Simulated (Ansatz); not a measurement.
Isolated molecules relaxed with PBE0-D4/def2-TZVP in Ansatz; ΔE leaves out vibrations. CCSD(T)/CBS adds triple-zeta CCSD(T) − MP2 to the extrapolated MP2 energy (def2 sets, frozen cores). Functionals use def2-TZVPP. For Br outer-core shells are correlated without core-valence functions, which leaves a few kJ/mol of doubt a bond. Scalar relativity is left out up to krypton. One conformer a species, not always the lowest.

`[SiH3]C[SiH2]Br` + `BC=C` → `B[SiH2]C[SiH3]` + `C=CBr`  (formal exchange of groups at the Si–Br bond)

CCSD(T)/CBS gives +202.3 kJ/mol.

Another level gave +197.4 kJ/mol. Which?
A. HF/def2-TZVPP
B. ωB97M-V/def2-TZVPP
C. PBE/def2-TZVPP
D. CCSD/def2-TZVPP

D. CCSD/def2-TZVPP 197.4, ωB97M-V 204.0, HF/def2-TZVPP 217.0, PBE 185.5 kJ/mol.

Largest T1 diagnostic among the species: 0.011.

From PBE to PBE0 (25 % exact exchange), in def2-TZVPP and without D4, ΔE moves by +9.4 kJ/mol. In def2-TZVPP, CCSD(T) changes the Hartree–Fock value by −21.3 kJ/mol (the triples alone add −1.7 kJ/mol) and MP2 by −10.7 kJ/mol.
